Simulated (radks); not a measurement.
Q: The mean radii <r> (bohr) of the occupied orbitals of an atom or ion are listed with their occupations. Calculated with a radial shooting solver on a logarithmic mesh with Libxc functionals: scalar-relativistic Kohn-Sham, SCAN, spin-polarised, spherical densities, finite nucleus; meta-GGA in the generalised Kohn-Sham scheme; Fermi nuclear charge, rms radius of each element as measured or else 0.836 A^(1/3) + 0.57 fm.

| orbital | occ. | <r> |
|---|---|---|
| 1s down | 1 | 0.02074 |
| 1s up | 1 | 0.02074 |
| 2s up | 1 | 0.08805 |
| 2s down | 1 | 0.08805 |
| 2p up | 3 | 0.07807 |
| 2p down | 3 | 0.07806 |
| 3s up | 1 | 0.2296 |
| 3s down | 1 | 0.2294 |
| 3p up | 3 | 0.2288 |
| 3p down | 3 | 0.2286 |
| 3d up | 5 | 0.2081 |
| 3d down | 5 | 0.2078 |
| 4s up | 1 | 0.5173 |
| 4s down | 1 | 0.5178 |
| 4p up | 3 | 0.5475 |
| 4p down | 3 | 0.5484 |
| 4d up | 5 | 0.5910 |
| 4d down | 5 | 0.5932 |
| 5s up | 1 | 1.219 |
| 5s down | 1 | 1.237 |
| 5p up | 3 | 1.393 |
| 5p down | 3 | 1.410 |
| 4f up | 7 | 0.7355 |
| 4f down | 2 | 0.7567 |

Name the element and its charge. Open shells, if any, are filled with parallel spins first.

A: Z = 67, holmium, charge +4: Ho4+ in [Xe] 4f9. The 1s radius gives Z: for a bare nucleus <r> = (2 gamma + 1)/(2Z) with gamma = sqrt(1 - (Z/c)^2), 0.02048 bohr for Z = 67, and screening makes it slightly larger (0.02074 here). The occupations add up to 63, and the charge is Z minus that.
